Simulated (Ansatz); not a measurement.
Reaction (formal exchange of groups at the Se–Ge bond): `B[Se][GeH2][NH2]` + `[SiH3][SiH3]` → `B[Se][SiH2][SiH3]` + `[NH2][GeH3]`

Calculated with Ansatz (gas phase, PBE0-D4/def2-TZVP geometries, no zero-point term in ΔE). CBS: MP2 limit from def2 TZ/QZ plus the TZ coupled-cluster correction, frozen cores. DFT in def2-TZVPP. For Ge, Se outer-core shells are correlated without core-valence functions, which leaves a few kJ/mol of doubt a bond. Scalar relativity is left out up to krypton. Each species was taken in one conformer, which may not be the lowest.

```json
{"level": "PBE-D4", "ΔE (kcal/mol)": "2.7"}
{"level": "r2SCAN0-D4", "ΔE (kcal/mol)": "2.2"}
{"level": "ωB97X-V", "ΔE (kcal/mol)": "2.0"}
{"level": "BHLYP", "ΔE (kcal/mol)": "2.8"}
{"level": "RPA@PBE/def2-TZVPP", "ΔE (kcal/mol)": "2.6"}
{"level": "HF/def2-SVP", "ΔE (kcal/mol)": "2.6"}
{"level": "MP2/def2-SVP", "ΔE (kcal/mol)": "3.1"}
{"level": "CCSD/def2-TZVPP", "ΔE (kcal/mol)": "2.4"}
```

(1) What does CCSD(T)/CBS give? (An estimate is asked.)

Largest T1 diagnostic among the species: 0.014.

## Answers

(1) Computed: +1.5 kcal/mol. The listed levels differ from it by 1.2, 0.7, 0.5, 1.3, 1.1, 1.1, 1.6, 0.9 kcal/mol.

From BLYP to BHLYP (50 % exact exchange), in def2-TZVPP and without D4, ΔE moves by −1.2 kcal/mol. Leaving LDA and LC-ωPBE aside and taking each functional with its dispersion term where it has one, the values, not all of them listed here, spread over 1.9 kcal/mol, from B97M-V to BLYP-D4.

CCSD(T)/CBS has its own doubt, a few kJ/mol and more with outer-core shells, so smaller differences from it don't rank the levels.
